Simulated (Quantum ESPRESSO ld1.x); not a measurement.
Results of a calculation; reference values are marked as such.
Problem. Re I, 75 electrons, occupied as [Xe] 4f14 5d5 6p2 (not the ground configuration). Level of theory: non-relativistic Kohn-Sham, LDA (Slater exchange, Perdew-Zunger correlation), spin-polarised, spherical densities, point nucleus; open shells are filled with parallel spins first; relativity is left out, which matters for an element this heavy (ld1.x of Quantum ESPRESSO 7.5). Some entries of the table are withheld. Estimate them.

orbital  occ.  eigenvalue (hartree)  r(max) (bohr)  <r> (bohr)
1s up       1              -2407.73          0.013     0.02021
1s down     1              -2407.73          0.013     0.02021
2s up       1              -397.161          0.073     0.08531
2s down     1              -397.151          0.073     0.08531
2p up       3              -381.055          0.057     0.07213
2p down     3              -381.047          0.057     0.07213
3s up       1              -91.2199          0.201      0.2165
3s down     1              -91.2150          0.201      0.2165
3p up       3              -83.7053          0.188      0.2065
3p down     3              -83.7003          0.188      0.2065
3d up       5              -69.6484          0.148      0.1809
3d down     5              -69.6414          0.148      0.1809
4s up       1              -18.5278          0.451      0.4817
4s down     1              -18.5183          0.451      0.4816
4p up       3              -15.3693          0.451      0.4880
4p down     3              -15.3591          0.451      0.4879
4d up       5              -9.59154          0.447      0.5027
4d down     5              -9.57940          0.447      0.5024
5s up       1              -2.67792           1.03       1.139
5s down     1              -2.59044           1.03       1.132
4f up       7              -2.00317          0.409      0.5652
4f down     7              -1.98402          0.409      0.5620
5p up       3              -1.74572           1.10       1.256
5p down     3              -1.64850           1.09       1.246
5d up       5              -0.37248           1.40       1.805
5d down     0              -0.25747           1.38       1.812
6p up       2              -0.11621           3.46         (1)
6p down     0              -0.04503           3.91         (2)

Solution. 
(1) 6p up <r> (bohr): 4.180
(2) 6p down <r> (bohr): 5.228
